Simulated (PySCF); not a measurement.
# Removing an electron from 1,2-dimethoxybenzene

1,2-dimethoxybenzene, C₈H₁₀O₂.
Structure used (PBE0-D3(BJ)/def2-SVP), in Å, numbered top down from 1:
```
atom  x, y, z in Å
C1    -3.0588   -0.6875    1.0256
O2    -1.6719   -0.7523    0.8758
C3    -0.9935    0.3930    0.6715
C4    -1.5693    1.6579    0.5938
C5    -0.7746    2.7911    0.3797
C6     0.5975    2.6587    0.2434
C7     1.1898    1.3916    0.3189
C8     0.4118    0.2570    0.5306
O9     0.8863   -1.0008    0.6171
C10    2.2627   -1.2037    0.4964
H11   -3.3519   -0.0741    1.8969
H12   -3.4082   -1.7159    1.1838
H13   -3.5527   -0.2781    0.1258
H14   -2.6483    1.7720    0.7001
H15   -1.2464    3.7742    0.3217
H16    1.2264    3.5356    0.0766
H17    2.2706    1.2979    0.2103
H18    2.8288   -0.6765    1.2856
H19    2.4336   -2.2830    0.6001
H20    2.6437   -0.8757   -0.4878
```

Level: CAM-B3LYP/def2-SVPD (PySCF). Frontier orbitals with their largest atomic shares (Löwdin; up to four atoms above 4 %):

```csv
orbital,ε (eV),main atoms
HOMO−3,-10.64,"O2 24 %, O9 24 %, C1 7 %, C10 7 %"
HOMO−2,-10.58,"C5 17 %, C6 17 %, O9 12 %, O2 11 %"
HOMO−1,-8.15,"C7 23 %, C4 23 %, C5 10 %, C6 10 %"
HOMO,-7.15,?
LUMO,1.14,"C7 20 %, C4 20 %, C8 12 %, C3 12 %"
LUMO+1,1.33,"C6 20 %, C5 20 %, C3 13 %, C8 13 %"
LUMO+2,1.37,"C1 14 %, C10 14 %, H11 6 %, H13 6 %"
```

Q: What vertical ionisation energy does ΔSCF give, and how far is −ε(HOMO) from it?

A: ΔSCF: 7.76 eV (749 kJ/mol; threshold wavelength 160 nm); ⟨S²⟩ of the doublet left behind is 0.768, against 0.75 for a pure doublet. −ε(HOMO) is 7.15 eV, 0.61 eV below it. In exact Kohn–Sham theory the two would be equal; CAM-B3LYP (range-separated hybrid) falls short of its own ΔSCF value by 8 %. Holes in the HOMO−1 and HOMO−2 were tried too where these lie within 1.2 eV of the HOMO; the lowest converged state counts.

Q: On which atoms does the HOMO lie?

A: C6 (aromatic CH carbon) 14 %, C5 (aromatic CH carbon) 14 %, O2 (aryl ether oxygen) 14 %, C3 (aromatic carbon bearing oxygen) 14 %, so no atom holds as much as 40 %. The HOMO−1 lies 1.00 eV lower.

Q: What kinetic energy would electrons from this vertical process carry with 118.2 nm light (10.49 eV)?

A: 10.49 − 7.76 = 2.73 eV.

Q: With α = 104.6 au, estimate the like-pair dispersion coefficient by London's formula C6 = (3/4)α²I.

A: I = 0.2853 Eh, so C6 ≈ 2340 au, a rough estimate.

Q: What total energies stand behind the ΔSCF value?

A: E(N) = -460.75094 Eh and E(N − 1) = -460.46562 Eh at the same geometry, 0.28532 Eh apart.

Geometry: PBE0-D3(BJ)/def2-SVP, one conformer, isolated molecule.

These values come from a run that also computed excited states and ΔSCF ions. Hardware: an Arm Neoverse N1 with one thread, on a shared host. Cost: 8.0 min.
